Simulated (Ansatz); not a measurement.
Breaking the C4–H6 bond in C2H5Al (SMILES C=[CH][AlH2]) (multiplicity 1 held, fragments rigid). Energies count from the point at 1.089 Å.
Geometry at that point (charge 0, multiplicity 1):
| atom | x (Å) | y (Å) | z (Å) |
|---|---|---|---|
| Al | -0.1364 | 0.1629 | 1.1626 |
| H | -0.8151 | 1.5910 | 1.2176 |
| H | 0.1783 | -0.6444 | 2.4857 |
| C | 0.2915 | -0.5524 | -0.5896 |
| C | 0.0180 | 0.1449 | -1.6988 |
| H | 0.7594 | -1.5259 | -0.7301 |
| H | 0.2417 | -0.2199 | -2.6984 |
| H | -0.4483 | 1.1257 | -1.6579 |

Restricted levels (R-, RO-) in cc, def2 and unpolarised 6-31G sets keep to the state of the molecule at rest. U- levels take the lowest unrestricted solution at each point, which mixes spins at long bonds. Curves can end on different states.

Frozen-core correlation.

Codes used: Ansatz (a first-principles code) with Gaussian orbitals. 

Task: One of these levels gives 115.84 kcal/mol for the energy at R = 3.485 Å. Which?
(A) U-MP2/cc-pV(T+d)Z
(B) R-HF/cc-pV(T+d)Z
(C) U-PBE/cc-pV(T+d)Z
(D) R-B3LYP/cc-pV(T+d)Z

Result: A, U-MP2/cc-pV(T+d)Z. The others give 177.96 (R-HF/cc-pV(T+d)Z), 106.55 (U-PBE/cc-pV(T+d)Z), 140.73 (R-B3LYP/cc-pV(T+d)Z)

Doubts at one or more of the structures used: a restricted determinant that unrestricted orbitals would lower (R-HF/cc-pV(T+d)Z, R-B3LYP/cc-pV(T+d)Z); a spin-contaminated determinant (U-PBE/cc-pV(T+d)Z, U-MP2/cc-pV(T+d)Z).
